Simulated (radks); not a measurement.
Values are calculated unless marked as measured or tabulated.
Os8+, configuration [Xe] 4f14 (the NIST ground configuration).

Code: a radial shooting solver on a logarithmic mesh with Libxc functionals. Model: scalar-relativistic Kohn-Sham, SCAN, spin-polarised, spherical densities, finite nucleus; meta-GGA in the generalised Kohn-Sham scheme; Fermi nuclear charge, rms radius 5.4126 fm.

Energy parts (hartree):
| part | energy |
|---|---|
| total | -17238.3606 |
| kinetic | 19101.9450 |
| electron-nucleus | -42418.8542 |
| Hartree | 6414.1653 |
| exchange-correlation | -335.6167 |

Orbitals (lengths in bohr, moments of r in powers of bohr; r(90%) holds 90 % of the orbital's charge):
orbital  occ.  eigenvalue (hartree)  r(90%)      <r>  <1/r>      <r^2>
1s          2             -2721.647  0.0323  0.01774  90.43  0.0004336
2s          2             -478.6616   0.116  0.07486  21.19   0.006637
2p          6             -417.2766   0.110  0.06727  19.06   0.005531
3s          2             -115.1815   0.284   0.1937  7.860    0.04289
3p          6             -97.04650   0.291   0.1944  7.218    0.04383
3d         10             -76.74969   0.273   0.1763  6.801    0.03640
4s          2             -27.94808   0.618   0.4315  3.344     0.2100
4p          6             -21.97059   0.666   0.4587  3.035     0.2392
4d         10             -14.52055   0.730   0.4882  2.710     0.2757
5s          2              -7.62330    1.39   0.9787  1.369      1.069
4f         14              -6.26225   0.888   0.5477  2.260     0.3658
5p          6              -6.00537    1.56    1.096  1.200      1.344

The highest occupied level is 5p at -163.41 eV. The electron density at the nucleus is 1.788e+06 e/bohr^3 (large components only).
